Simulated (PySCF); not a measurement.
Gas-phase reaction: 3 F + 2 B₃O₃H₃ + 3 BF₂ = 3 BF₃.H₂O + 3 B₂O

Computed with PySCF (xtb for GFN2) and rigid-rotor harmonic-oscillator thermochemistry at 1 bar. S°(298 K) at PBE0/def2-TZVP differs from the NASA 1993 table for B₂O (+19 J/mol/K); whether the harmonic model or the table's entry is off was not settled. † marks an energy on the PBE0/def2-TZVP geometry and frequencies; other levels use their own. CCSD(T) freezes the core. 6-31G* has spherical d functions here. Open shells (unrestricted): F (multiplicity 2, electronic degeneracy 6), BF₂ (multiplicity 2); the rest are closed-shell singlets. GFN2 has no spin-polarisation term. Spin-orbit splitting is ignored; it lowers the true energy and changes the entropy of F. B3LYP is the form with VWN-RPA correlation. Adducts (BF₃.H₂O) have no counterpoise correction, and HF, PBE, BLYP, B3LYP and PBE0 lack dispersion. BF₃.H₂O: computed as isolated molecules; such fragments, hydroxides, amides, oligomers or adducts are transient or little studied in the gas. CCSD(T) isn't extrapolated to the basis-set limit; its ΔH°(298 K) is -48.5 kJ in def2-SVP and -119.0 kJ in def2-TZVPP. The harmonic model lacks anharmonicity and excited electronic states, which grow with temperature; levels with a mode under 35 cm⁻¹ are left out. Strong static correlation: B₂O. Internal rotation in BF₃.H₂O is treated as a harmonic vibration of one conformer, which makes the entropy rough. Soft modes under 120 cm⁻¹ make the harmonic entropy rough for B₂O.

```csv
level,"ΔE electronic, kJ","ΔH°(298 K), kJ","ΔS°(298 K), J/K","ΔG°(1400 K), kJ"
B3LYP/6-31G*,100,110,-136,258
B3LYP/def2-TZVP†,13,26,-93,115
BLYP/def2-TZVP†,-26,-12,-93,76
CCSD(T)/def2-SVP†,-62,-48,-93,40
GFN2-xTB,305,325,-153,509
PBE/def2-SVP,-13,0,-165,193
PBE0/def2-SVP†,63,77,-93,165
LDA/def2-TZVP†,-164,-151,-93,-63
ωB97X-V/def2-TZVP†,-32,-19,-93,70
```
ΔH° is lowest at LDA/def2-TZVP† and highest at GFN2-xTB. No reference value is set beside these.
